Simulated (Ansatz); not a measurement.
C$_{4}$H$_{7}$, charge -1, singlet, geometry from GFN2-xTB (a gas-phase anion, which may not be bound at this level). Base run: HF/STO-3G in Ansatz (a first-principles code).

Ansatz was given this input:
Ansatz 0.2 input:
```yaml
crystal:
  periodic: [false, false, false]
  atoms:
    - {symbol: C, position_ang: [0.00517132, 1.09925244, -0.34269289]}
    - {symbol: C, position_ang: [-0.00709196, -1.01871233, -0.00830742]}
    - {symbol: C, position_ang: [-1.07652487, 0.07011928, 0.08516265]}
    - {symbol: C, position_ang: [1.07848492, 0.05524076, 0.06995662]}
    - {symbol: H, position_ang: [0.01625217, 1.98354431, 0.36244730]}
    - {symbol: H, position_ang: [-0.01744288, -1.52642944, -0.97846478]}
    - {symbol: H, position_ang: [-0.00686701, -1.79084704, 0.77907723]}
    - {symbol: H, position_ang: [-1.49140270, 0.13217959, 1.11834808]}
    - {symbol: H, position_ang: [-1.94429847, -0.05926635, -0.58796451]}
    - {symbol: H, position_ang: [1.50871792, 0.11146630, 1.09717884]}
    - {symbol: H, position_ang: [1.93480455, -0.08604828, -0.61533597]}
basis:
  gaussian:
    orbitals: STO-3G
hamiltonian:
  xc: hf
total_charge: -1
```

The base run was repeated with changes; each row names its change, and settings that it needs were set with it.

```tsv
change	ΔE vs base (mEh)
base	0.000
point_charge = charge:0.5 position_ang:2.2035, -4.1626, 2.2216	-45.431
point_charge = charge:1.0 position_ang:-1.2883, 4.6279, -1.3279	-129.8
accuracy = high	-0.022
lower_state_search = off	0.000
nuclear_model = gaussian	0.009
fitting.mean_field = cc-pVTZ-JKFIT	-0.072
fitting.mean_field = def2-universal-JKFIT	[?]
lower_state_search = light	0.000
lower_state_search = full	0.000
point_charge = charge:-1.0 position_ang:2.2171, -4.6409, 0.6948	89.798
```

### Question
Fill in the missing entries.

### Answer

- fitting.mean_field = def2-universal-JKFIT, ΔE vs base (mEh): -0.524

A gas-phase anion may not be bound at this level; its values then depend on the basis.
